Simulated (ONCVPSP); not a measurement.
## indium (In): one change to an ONCV potential, before and after

| Quantity | Value |
| --- | --- |
| Element | In (Z = 49) |
| Generator | ONCVPSP 4.0.1 |
| Type | optimised norm-conserving Vanderbilt (ONCV) |
| Functional | LDA (Perdew-Wang 92) |
| Relativity | scalar-relativistic |
| Frozen core | [Kr] 4d10 |
| Valence charge | 3 |
| Reference configuration | 5s2 5p1 |
| Partial waves | 5s: rc 2.05 bohr, ncon 4, nbas 7, qcut 3.1 1/bohr, local; 5p: rc 2.85 bohr, ncon 3, nbas 6, qcut 3.3 1/bohr, 2 projectors, debl 1.3 Ha |
| Local potential | the s channel |
| Core correction | Teter function, fcfact 2, rcfact 1.65 |

Change: p: rc 3.58.

Cutoffs: the cutoffs (Ha) at which the residual kinetic energy of the hardest occupied pseudo-wave falls to 1 and 0.1 mHa per electron; they do not see the model core or the augmentation charge, which bear on the density cutoff. Errors are all-electron minus pseudo energies relative to the spin-unpolarised reference configuration.

Question: How do hardness, ghosts and transferability respond?

Answer: The potential gets neither clearly harder nor softer (6.0 Ha and 21 Ha → 6.0 Ha and 21 Ha); the s channel sets the loose cutoff, while the largest relative change is in p, which becomes softer; the errors of the 4 common tests hardly move; neither file shows a bound ghost.

```csv
quantity,base,changed
"cutoff, loose",6.0 Ha,6.0 Ha
"cutoff, tight",21 Ha,21 Ha
loose cutoff by channel,"s 6.0 Ha, p 2.6 Ha","s 6.0 Ha, p 1.5 Ha"
bound ghosts,none,none
GHOST(+) flags under 300 eV,none,none
"error for 5s2 5p0, meV [ΔE 5.59 eV]",-43,-48
"error for 5s1 5p0, meV [ΔE 25.24 eV]",-246,-265
"error for 5s2 5p0.5, meV [ΔE 2.04 eV]",-7.8,-8.6
"error for 5s1 5p1, meV [ΔE 12.28 eV]",-43,-38
s: phases at 2.08 bohr within 0.05 rad from the reference energy up to (Ha; the scan ends near 5),2.3,2.3
"rms error of d²Exc/dni dnj with the model core, mHa",2.73,2.75
```
